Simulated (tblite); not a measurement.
Compound: C4H12B2ClP.
Atom-mapped SMILES: `[BH2:1][PH:2][B:3]([Cl:4])[C:5]([CH3:6])([CH3:7])[CH3:8]` (hydrogens: H9, H10 on B1; H11 on P2; H12, H13, H14 on C6; H15, H16, H17 on C7; H18, H19, H20 on C8)

Computed with GFN2-xTB (tblite), gas phase: L-BFGS steps from a force-field or distance-geometry start until the largest atomic force falls under 0.01 eV/Å.

Geometry at step 16:
```
atom  x, y, z in Å
B1      3.8133   -0.2109   -0.3732
P2      2.1531   -0.8951   -0.2179
B3      0.7652    0.3161   -0.1302
Cl4     1.4332    1.7483    0.6561
C5     -0.8536    0.1514   -0.1603
C6     -1.3383   -1.1443   -0.8280
C7     -1.2061    0.0404    1.3259
C8     -1.6512    1.3596   -0.6962
H9      3.9331    0.9395   -0.2411
H10     4.7778   -0.8729   -0.4025
H11     1.9775   -2.0203   -0.9993
H12    -2.3084   -1.0563   -1.3354
H13    -0.6264   -1.4958   -1.5635
H14    -1.4537   -1.9435   -0.0929
H15    -0.8912    0.9338    1.8617
H16    -2.2731   -0.1194    1.4997
H17    -0.6749   -0.8017    1.7643
H18    -1.0818    2.2775   -0.5860
H19    -2.5881    1.5355   -0.1432
H20    -1.9115    1.2689   -1.7507
```

Question: Give the atomic forces at this geometry.

Answer: 
| atom | Fx (eV/Å) | Fy (eV/Å) | Fz (eV/Å) |
| --- | --- | --- | --- |
| B1 | 0.297 | 0.051 | 0.208 |
| P2 | -0.297 | -0.188 | -0.325 |
| B3 | -0.014 | 0.295 | 0.223 |
| Cl4 | -0.472 | -0.086 | -0.259 |
| C5 | -0.263 | 0.037 | -0.019 |
| C6 | -0.270 | -0.424 | -0.216 |
| C7 | 0.094 | -0.075 | 0.689 |
| C8 | -0.083 | 0.441 | -0.089 |
| H9 | 0.093 | 0.141 | 0.043 |
| H10 | -0.158 | -0.134 | -0.252 |
| H11 | -0.149 | 0.075 | 0.204 |
| H12 | 0.277 | 0.252 | 0.239 |
| H13 | 0.149 | -0.019 | -0.236 |
| H14 | 0.110 | 0.099 | -0.036 |
| H15 | -0.137 | 0.037 | 0.012 |
| H16 | 0.117 | 0.081 | -0.217 |
| H17 | 0.044 | -0.087 | 0.127 |
| H18 | 0.169 | 0.064 | 0.020 |
| H19 | 0.334 | -0.405 | -0.163 |
| H20 | 0.161 | -0.154 | 0.047 |

The largest, 0.70 eV/Å, acts on C7; the rms over all components is 0.219 eV/Å. The forces sum to zero within rounding, as they must for an isolated molecule in no field.

Question: Give the force on C7 in Eh/bohr and in nN.

Answer: 0.699 eV/Å ÷ 51.422 = 0.01360 Eh/bohr, and 0.699 eV/Å × 1.602 = 1.12 nN.

Question: How far is this geometry from the end of the optimisation?

Answer: 0.485 eV above it, and 0.478 Å rms away after alignment. The bonds farthest from their final lengths, with half the difference of the two atoms' forces along the bond (positive lengthens):

```csv
bond,now (Å),final (Å),force along bond (eV/Å)
B3–Cl4,1.765,1.725,-0.35
B3–C5,1.627,1.609,+0.14
C8–H19,1.102,1.088,-0.26
P2–H11,1.381,1.371,-0.27
C6–H12,1.098,1.088,-0.32
C5–C7,1.531,1.541,+0.31
```

The angle farthest from its final value is P2–B3–Cl4, 105.6° against 114.8°.

Of the 6 listed bonds off by 0.010 Å or more, this force points towards the final length in 5.

What follows is the cost of the whole relaxation. Time: 2.2 s wall. Hardware: one thread of an Arm Neoverse N1, shared host.
